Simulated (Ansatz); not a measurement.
A CCSD(T) single point on `F[CH2][GeH3]`.

```yaml
crystal:
  periodic: [false, false, false]
  atoms:
    - {symbol: F, position_ang: [-1.175267, 1.373864, -0.746612]}
    - {symbol: C, position_ang: [-0.559500, 0.135560, -0.840887]}
    - {symbol: Ge, position_ang: [0.561883, -0.194622, 0.750993]}
    - {symbol: H, position_ang: [0.047571, 0.121887, -1.750373]}
    - {symbol: H, position_ang: [-1.336427, -0.628728, -0.931062]}
    - {symbol: H, position_ang: [-0.313268, -0.173341, 2.012016]}
    - {symbol: H, position_ang: [1.219151, -1.577516, 0.599631]}
    - {symbol: H, position_ang: [1.647858, 0.885797, 0.850494]}
basis:
  gaussian: {orbitals: def2-TZVPP}
correlation: {method: ccsd_t}
output: {orbitals: {seedname: orbitals}}
```

```sh
$ ansatz run in.yaml --threads 2 --pin off --events-out ev --progress --plain --max-ram 4352MiB
```

Output of Ansatz, abridged:

```
Functional definition: HF
1092 factors; integrals over basis functions are off by at most 9.8e-4 eV
mean field evaluation 1: about -60288.4412 eV, gradient 2.4e1 eV
mean field evaluation 2: about -60288.5521 eV, gradient 2.4e1 eV
mean field evaluation 4: about -60290.0333 eV, gradient 3.2e0 eV
mean field evaluation 8: about -60290.0624 eV, gradient 1.4e-1 eV
mean field -60290.06250396 eV, -2215.6189309485 hartree, gradient 1.0e-6 eV, S^2 0.000000; 0 other end points of the search recorded, 0 dependent functions left out
11 core orbitals not correlated: weight in the atoms' cores, before any rotation towards them, 1.000 or more for the frozen orbitals, at most 0.000 for the correlated occupied ones
reference -60290.06250396 eV, -2215.6189309485 hartree; 15, 15 occupied and 154, 154 virtual orbitals, 1092 factors
second order -18.78260426 eV of doubles, -0.00000000 eV of singles
cycle   1  -18.87271595 eV  change   -9.0e-2 eV  update   9.6e-2
cycle   2  -19.40766226 eV  change   -5.3e-1 eV  update   2.8e-2
cycle   3  -19.49851023 eV  change   -9.1e-2 eV  update   1.4e-2
cycle   4  -19.48794545 eV  change    1.1e-2 eV  update   3.1e-3
cycle   5  -19.48689705 eV  change    1.0e-3 eV  update   1.3e-3
cycle   6  -19.48739067 eV  change   -4.9e-4 eV  update   3.7e-4
cycle   7  -19.48719077 eV  change    2.0e-4 eV  update   1.4e-4
cycle   8  -19.48713718 eV  change    5.4e-5 eV  update   4.4e-5
cycle   9  -19.48714998 eV  change   -1.3e-5 eV  update   1.7e-5
perturbative correction -0.63034831 eV, -0.0231648730 hartree
Total energy: -60310.18000225 eV, -2216.3582353744 hartree
```

It took 64 s on 2 threads of an Arm Neoverse V1 on a shared host, with 1.8 GiB of host memory at the peak.

MP2 recovers 93.4 % of the CCSD(T) correlation energy and the triples give 3.1 %; T1 = 0.0113.
